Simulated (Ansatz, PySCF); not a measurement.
This PySCF input computes a CAM-B3LYP/def2-TZVPD energy:

```python
from pyscf import gto, scf, dft

mol = gto.M(
    atom='''
    F    -1.36853232    0.02754477   -1.59234489
    C    -1.07768948    0.03619041   -0.29550993
    Cl   -1.90588858   -1.19689563    0.57703619
    I     0.96571761    0.37513548    0.11876507
    ''',
    basis='def2-tzvpd',
    ecp='def2-tzvp',
    charge=0,
    spin=1,
    verbose=4,
)

mf = dft.UKS(mol, xc='camb3lyp').density_fit(auxbasis='def2-universal-jkfit')
mf.grids.level = 3
mf.conv_tol = 1e-9
mf.max_cycle = 100
mf.max_memory = 1500
mf.kernel()
if not mf.converged:
    mf = mf.newton()
    mf.kernel(mf.make_rdm1())
for _ in range(2):
    mo, _, stable, _ = mf.stability(return_status=True)
    if stable:
        break
    mf.kernel(mf.make_rdm1(mo, mf.mo_occ))
mf.analyze()
```

Write an input for the same energy in Ansatz (a quantum-chemistry and plane-wave program) and say what it gives.


Ansatz 0.2 input:
```yaml
crystal:
  periodic: [false, false, false]
  atoms:
    - {symbol: F, position_ang: [-1.36853232, 0.02754477, -1.59234489]}
    - {symbol: C, position_ang: [-1.07768948, 0.03619041, -0.29550993]}
    - {symbol: Cl, position_ang: [-1.90588858, -1.19689563, 0.57703619]}
    - {symbol: I, position_ang: [0.96571761, 0.37513548, 0.11876507]}
basis:
  gaussian:
    orbitals: def2-TZVPD
hamiltonian:
  xc: {name: CAM-B3LYP}
magnetization: {spin_polarized: true, initial_magnetization: 1}
output: {forces: true}
```
It gives -895.83359 Eh, and PySCF -895.83362 Eh, a difference of 0.03 mEh, from the treatment of integrals and grids.

It need not be the lowest isomer of its formula.
